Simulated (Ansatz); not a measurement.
`C[SiH2][CH2][GaH2]` → `[CH2]` (triplet) + `C[SiH2][GaH2]` at 500 K and 1 bar (formal loss of a carbene).

Gas-phase electronic energies from Ansatz, PBE0-D4/def2-TZVP geometries. CBS: MP2 limit from def2 TZ/QZ plus the TZ coupled-cluster correction, frozen cores. This one scheme is used for every species. Triplets are unrestricted, without spin–orbit coupling. For Ga outer-core shells are correlated without core-valence functions, which leaves a few kJ/mol of doubt a bond. Scalar relativity is left out up to krypton. One conformer a species, not always the lowest.

| species | CCSD(T)/CBS energy (Eh) | H − E (kJ/mol) | S (J/(mol·K)) |
| --- | --- | --- | --- |
| `C[SiH2][CH2][GaH2]` | -2294.54249 | 299.7 | 453.6 |
| `[CH2]` (triplet) | -39.09499 | 62.7 | 213.9 |
| `C[SiH2][GaH2]` | -2255.26778 | 219.6 | 408.0 |

H − E and S are ideal-gas, rigid-rotor, harmonic terms from PBE0-D4/def2-TZVP, for one conformer and one mirror image of each species, with the whole ground term of open shells counted as degenerate. 1 Eh = 2625.50 kJ/mol, R = 8.31446 J/(mol·K).

Problem. By hand: ΔE, ΔH, ΔS and ΔG.

Solution. ΔE = (-39.09499) + (-2255.26778) − (-2294.54249) = 0.17972 Eh = 471.9 kJ/mol. Δ(H − E) = 62.7 + 219.6 − 299.7 = -17.4, so ΔH = 454.5 kJ/mol. ΔS = 213.9 + 408.0 − 453.6 = 168.3 J/(mol·K). ΔG = 454.5 − 500 × (168.3)/1000 = 370.4 kJ/mol.

Problem. By hand: the equilibrium constant, and the temperature at which ΔG would vanish if ΔH and ΔS stayed fixed.

Solution. log₁₀ K = −ΔG/(RT ln 10) = -38.7. ΔG = 0 at ΔH/ΔS = 2701 K, far beyond where these terms or the molecules hold.

The number of gas molecules changes by +1, which sets the sign of ΔS. A doubt of 5 kJ/mol in ΔE shifts log₁₀ K by 0.5 here. Other conformers and mirror images would add mixing entropy, several J/(mol·K) or more a flexible species. Modes under 60 cm⁻¹, often nearly free rotors, make the harmonic entropy too high. A triplet takes part, so the spin changes. These are equilibria of isolated gas molecules and say nothing of rates. Largest T1 diagnostic: 0.012 (customary marks: 0.02 for closed shells, 0.045 for open ones).
